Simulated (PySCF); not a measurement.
Spin–spin couplings to the heavy atom in 3-bromo-1-fluorobenzene, C6H4BrF

Geometry:
```json
{"atom": "F1", "x (Å)": "-2.244", "y (Å)": "-1.890", "z (Å)": "0.639"}
{"atom": "C2", "x (Å)": "-1.222", "y (Å)": "-1.091", "z (Å)": "0.345"}
{"atom": "C3", "x (Å)": "0.062", "y (Å)": "-1.620", "z (Å)": "0.293"}
{"atom": "C4", "x (Å)": "1.119", "y (Å)": "-0.768", "z (Å)": "-0.018"}
{"atom": "C5", "x (Å)": "0.902", "y (Å)": "0.585", "z (Å)": "-0.272"}
{"atom": "C6", "x (Å)": "-0.400", "y (Å)": "1.081", "z (Å)": "-0.211"}
{"atom": "Br7", "x (Å)": "-0.720", "y (Å)": "2.908", "z (Å)": "-0.552"}
{"atom": "C8", "x (Å)": "-1.477", "y (Å)": "0.253", "z (Å)": "0.098"}
{"atom": "H9", "x (Å)": "0.214", "y (Å)": "-2.682", "z (Å)": "0.495"}
{"atom": "H10", "x (Å)": "2.136", "y (Å)": "-1.166", "z (Å)": "-0.063"}
{"atom": "H11", "x (Å)": "1.731", "y (Å)": "1.250", "z (Å)": "-0.516"}
{"atom": "H12", "x (Å)": "-2.498", "y (Å)": "0.632", "z (Å)": "0.149"}
```

Method: indirect couplings at PBE/pcJ-1 (dyall-v2z on Br), no solvent, Gaussian nuclear model, PBE0-D3(BJ)/def2-SVP geometry; PySCF integrals, density fitting.

Non-relativistic values:
```
    coupling      atoms  J (Hz)
1J(79Br,13C)   Br7 – C6  -171.0
2J(79Br,13C)   Br7 – C5     2.0
2J(79Br,13C)   Br7 – C8     3.4
3J(79Br,13C)   Br7 – C2     1.9
3J(79Br,13C)   Br7 – C4     2.6
 3J(79Br,1H)  Br7 – H11     4.6
 3J(79Br,1H)  Br7 – H12     4.9
4J(79Br,19F)   Br7 – F1     5.9
4J(79Br,13C)   Br7 – C3     1.3
 4J(79Br,1H)  Br7 – H10     2.4
 5J(79Br,1H)   Br7 – H9     1.4
```

Question: What do scalar relativity and two-component X2C with spin–orbit coupling give?

Answer: 
```tsv
coupling	atoms	scalar (Hz)	with spin–orbit (Hz)
1J(79Br,13C)	Br7 – C6	-197.7	-180.2
2J(79Br,13C)	Br7 – C5	0.6	0.3
2J(79Br,13C)	Br7 – C8	2.1	1.7
3J(79Br,13C)	Br7 – C2	0.8	1.7
3J(79Br,13C)	Br7 – C4	1.8	2.5
3J(79Br,1H)	Br7 – H11	4.2	4.9
3J(79Br,1H)	Br7 – H12	4.5	5.3
4J(79Br,19F)	Br7 – F1	6.0	6.0
4J(79Br,13C)	Br7 – C3	1.4	1.4
4J(79Br,1H)	Br7 – H10	2.3	2.6
5J(79Br,1H)	Br7 – H9	1.6	1.7
```

The largest listed coupling, 1J(79Br,13C), ends at 1.05 times its non-relativistic value: scalar relativity adds -26.8 Hz and spin–orbit coupling +17.5 Hz. Couplings to strongly quadrupolar nuclei (79Br) are seldom resolved in solution.
